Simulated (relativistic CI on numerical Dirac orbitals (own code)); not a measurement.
## Radial parameters of Mo¹⁴⁺

These numbers are calculated, not measured: Dirac-Coulomb-Breit CI, KLI orbitals optimised for each configuration, a model potential for QED, unscaled Slater integrals (own radial code, finite nucleus).

Slater integrals F^k, G^k are unscaled and averaged over j, outside the closed core [Ne] 3s2; ζ comes from projecting the Hamiltonian with its Breit term on Σ l·s of the shell.

- 3p6 3d9 4s: ζ(3d) = 10645, G^2(3d,4s) = 24628 cm⁻¹; <r>(3d) = 0.3974, <r^2>(3d) = 0.1876, <r>(4s) = 0.9364, <r^2>(4s) = 0.9832 (bohr units).
- 3p6 3d9 4p: ζ(3d) = 10657, F^2(3d,4p) = 69476, G^1(3d,4p) = 23129, G^3(3d,4p) = 22857, ζ(4p) = 22555 cm⁻¹; <r>(3d) = 0.3974, <r^2>(3d) = 0.1875, <r>(4p) = 0.9781, <r^2>(4p) = 1.078 (bohr units).
- 3p6 3d9 4d: ζ(3d) = 10653, F^2(3d,4d) = 64362, F^4(3d,4d) = 31284, G^0(3d,4d) = 22092, G^2(3d,4d) = 26389, G^4(3d,4d) = 20318, ζ(4d) = 2290.6 cm⁻¹; <r>(3d) = 0.3974, <r^2>(3d) = 0.1875, <r>(4d) = 1.045, <r^2>(4d) = 1.244 (bohr units).

Averages of the first 10 configurations, taken without configuration mixing, which lowers the lowest level and can move excited configurations by several eV; other configurations of the list can lie among them:

```csv
Configuration,Parity,States,Average energy above the lowest level (eV)
3p6 3d10,even,1,0.1
3p6 3d9 4s,even,20,211.3
3p6 3d9 4p,odd,60,244.1
3p6 3d9 4d,even,100,294.6
3p6 3d8 4s2,even,45,439.1
3p6 3d8 4s 4p,odd,540,469.4
3p6 3d9 4f,odd,140,343.3
3p6 3d9 5s,even,20,357.1
3p6 3d8 4p2,even,675,504.5
3p5 3d10 4s,odd,12,383.3
```
